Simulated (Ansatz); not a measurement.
`CC[TeH]` + `O[SiH](O)O` → `O[Si](O)(O)[TeH]` + ethane  (formal exchange of groups at a Te–C bond)

Isolated molecules relaxed with PBE0-D4/def2-TZVP in Ansatz; ΔE leaves out vibrations. CBS: MP2 limit from def2 TZ/QZ plus the TZ coupled-cluster correction, frozen cores. This one scheme is used for every species. Elements past krypton have def2 core potentials. For Te outer-core shells are correlated without core-valence functions, which leaves a few kJ/mol of doubt a bond. Each species was taken in one conformer, which may not be the lowest.

```json
{"species": "`CC[TeH]`", "HF/def2-QZVPP energy (Eh)": "-346.25524"}
{"species": "`O[SiH](O)O`", "HF/def2-QZVPP energy (Eh)": "-516.16029"}
{"species": "`O[Si](O)(O)[TeH]`", "HF/def2-QZVPP energy (Eh)": "-783.18425"}
{"species": "`CC`", "HF/def2-QZVPP energy (Eh)": "-79.26588"}
```

**Question.** Work out ΔE.

**Answer.** ΔE = (-783.18425) + (-79.26588) − (-346.25524) − (-516.16029) = -0.03460 Eh = -0.94 eV. CCSD(T)/CBS gives -0.93 eV.

Largest T1 diagnostic among the species: 0.012.

The D4 term adds −0.04 eV with B3LYP and −0.02 eV with PBE0; it sums over pairs of atoms, weighted by their polarisabilities, and B3LYP, whose exchange is more repulsive, gets the larger term.

B3LYP here is the variant with VWN-RPA as its local correlation; programs differ in this.
